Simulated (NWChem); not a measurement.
# TeClF; SMILES Cl[Te]F

All runs: NWChem. The geometry was optimised at PBE0/def2-SVP. def2 effective core potentials on Te; no spin-orbit coupling. LC-ωPBE (HJS hole) with def2-SVP; x = 1 − exp(−ω/0.25 bohr⁻¹) is a scale chosen for this fit.

```
row           x  −ε(HOMO) (eV)
--------  -----  -------------
ω = 0.10  0.330           6.78
ω = 0.25  0.632           8.37
ω = 0.30  0.699           8.73
ω = 0.35  0.753           9.03
ω = 0.80  0.959       withheld
```

**Question.** Fit a straight line of the last column on the one before it, predict the withheld value, and compare with the run.

**Answer.** 
1. Means of the 4 shown rows: x = 0.6035, y = 8.227. Slope Σ(x − x̄)(y − ȳ)/Σ(x − x̄)² = 0.5679/0.1071 = 5.303; intercept 5.027.
2. The shown rows scatter about the line by 0.007 (root mean square); the largest residual is +0.01, at ω = 0.35.
3. At x = 0.959 (ω = 0.80; beyond the shown range) the line gives 10.11.
4. The run gives 10.19, +0.08 from the line.
